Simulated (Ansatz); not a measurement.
Born–Oppenheimer molecular dynamics of BH$_{3}$NPS (7 atoms, charge 0, multiplicity 1). It starts at the highest image of a converged band. Of that band: The profile has 2 maxima (images 1, 4) with wells between them (image 2): this band takes more than one step, which may be the mechanism or a detour left from its start path. Neighbouring images differ by up to 1.8 eV, so the band resolves the path poorly. A vibrational analysis at the climbing image gives one clearly imaginary mode, 1147i cm⁻¹: a first-order saddle point.

These are results of RKS PBE-D4/6-31G* (Ansatz), not measurements.

| Property | Result |
| --- | --- |
| ensemble | NVE (velocity Verlet) |
| time step | 0.5 fs |
| steps asked | 200 |
| starting velocities drawn for | 300 K |
| seed | 10817 |

First frame:

```xyz
7
Properties=species:S:1:pos:R:3
S -2.375 -0.469 -0.338
P -0.567 0.538 -0.505
B 0.815 0.566 0.905
N 0.870 -0.432 -0.028
H -1.287 0.066 -1.753
H 1.296 0.997 1.909
H 1.310 -1.333 -0.236
```

Q: What does the run give?

A: All steps were run.

- steps done: 200
- time covered: 100 fs
- mean temperature over the second half: 1559 K
- spread of the potential energy over the second half: 39.5 meV per atom
- mean potential energy of the second half above the start: -116.3 meV per atom

The conserved energy stayed within 1 meV per atom of its start (net change 0.095 meV per atom), so the integration is sound. The system heated up, since it started high on the potential surface and ran downhill. A run of 0.1 ps of so small a system gives no equilibrium averages. The orbitals stay closed-shell, which can raise the energy where a bond breaks towards radicals; this wasn't checked here.

Q: What happens to the structure?

A: The step under study would form P2–H5 and break S1–H5. These pairs go: P2–H5 1.52 → 2.67 Å, S1–H5 1.86 → 1.59 Å. In the last frame they stand as before the step (other bonds may differ from the relaxed reactants and products). These pairs come and go: their bonding changes 4 times, last at 98 of 100 fs, so the outcome isn't settled. It ends as one piece, BH3NPS. Pairs count as bonded within 1.25 times the sum of covalent radii (0.12 Å more for H–H). This is one draw of velocities; another would differ in detail.

Q: How do temperature and energy run in time?

A: 
| time (fs) | T (K) | potential energy less start (eV) | conserved less start (meV/atom) |
| --- | --- | --- | --- |
| 0.0 | 300 | 0.000 | 0.00 |
| 5.0 | 244 | 0.037 | 0.08 |
| 10.0 | 605 | -0.195 | 0.22 |
| 15.0 | 2258 | -1.267 | -0.15 |
| 20.0 | 2447 | -1.389 | -0.18 |
| 25.0 | 1282 | -0.634 | 0.13 |
| 30.0 | 1362 | -0.690 | -0.48 |
| 35.0 | 1597 | -0.839 | -0.14 |
| 40.0 | 1275 | -0.629 | 0.21 |
| 45.0 | 1997 | -1.095 | 0.23 |
| 50.0 | 1722 | -0.919 | 0.00 |
| 55.0 | 1423 | -0.725 | 0.08 |
| 60.0 | 1098 | -0.509 | 0.88 |
| 65.0 | 1460 | -0.749 | 0.17 |
| 70.0 | 1894 | -1.031 | -0.02 |
| 75.0 | 1768 | -0.947 | 0.25 |
| 80.0 | 1060 | -0.490 | 0.18 |
| 85.0 | 1707 | -0.910 | -0.13 |
| 90.0 | 1866 | -1.014 | -0.27 |
| 95.0 | 1330 | -0.665 | 0.15 |
| 100.0 | 1062 | -0.492 | 0.09 |

Run time: 6.8 min on 1 thread of Arm Neoverse V1, with other jobs on the host, peak memory 0.25 GiB.
